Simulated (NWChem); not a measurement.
# GeI2, singlet; SMILES [I][Ge][I]

```xyz
3

Ge     0.0000     0.0000     1.2285
I      1.9992     0.0000    -0.3712
I     -1.9992     0.0000    -0.3712
```
Atoms are numbered in this order, from 1.

Level: PBE0/def2-SVP with def2 effective core potentials on I (NWChem), optimised geometry, unscaled harmonic frequencies. Low-valent species are run as closed-shell singlets; no triplet was tried in these runs. def2 effective core potentials on I; no spin-orbit coupling.

```csv
frequency (cm⁻¹),IR intensity (km/mol)
75,0.1
234,15.6
235,67.5
```

The zero-point energy is 0.8 kcal/mol, the thermal correction to the enthalpy at 298.15 K (with zero-point energy) is 4.3 kcal/mol and the heat capacity Cv comes out as 11.5 cal/(mol K). The entropy at 298.15 K and 1 atm (symmetry number 2) is 80.0 cal/(mol K).

Rigid rotor and harmonic oscillator; modes under 100 cm⁻¹ make the entropy uncertain.
